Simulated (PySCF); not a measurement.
oxetane-3-carbaldehyde (C4H6O2), SMILES C1OCC1C=O. Atoms are numbered in the order given.

```xyz
12

O      2.4830    -0.0478     0.0000
C      1.3527     0.3626     0.0000
C      0.1226    -0.5076     0.0000
C     -0.9544    -0.0896     1.0260
O     -1.8431     0.3539     0.0000
C     -0.9544    -0.0896    -1.0260
H      1.1359     1.4651     0.0000
H      0.4197    -1.5650     0.0000
H     -0.6692     0.7247     1.7168
H     -1.3682    -0.9265     1.6150
H     -0.6692     0.7247    -1.7168
H     -1.3682    -0.9265    -1.6150
```

Geometry optimised at ωB97X-D3(BJ)/def2-SVP. Other conformers were not sampled.

Two levels are set side by side: PBE/pcSseg-1 (PySCF) and PBE0/pcSseg-1 (PySCF). GIAO shifts against H2O (¹⁷O), TMS (¹H), TMS (¹³C) at the same level; non-relativistic, no solvent, atoms listed together averaged. Differences are taken from unrounded values.

```tsv
quantity	PBE
δ(¹⁷O) of O1 (ppm)	704.4
δ(¹³C) of C2 (ppm)	203.5
δ(¹³C) of C3 (ppm)	51.9
δ(¹³C) of C4, C6 (ppm)	75.3
δ(¹⁷O) of O5 (ppm)	22.0
δ(¹H) of H7 (ppm)	10.75
δ(¹H) of H8 (ppm)	3.42
```

**Question.** These are the PBE values. What does PBE0 give? (Estimate from the structure and the level; the computed values follow.)

**Answer.** 
```tsv
quantity	PBE0	PBE minus PBE0
δ(¹⁷O) of O1 (ppm)	714.1	-9.6
δ(¹³C) of C2 (ppm)	205.5	-2.1
δ(¹³C) of C3 (ppm)	50.1	1.8
δ(¹³C) of C4, C6 (ppm)	72.6	2.7
δ(¹⁷O) of O5 (ppm)	10.0	12.0
δ(¹H) of H7 (ppm)	10.48	0.28
δ(¹H) of H8 (ppm)	3.42	0.00
```

Rough cost on one machine, each run with all the roots and properties that it gave: PBE0 against PBE within a factor of 2.
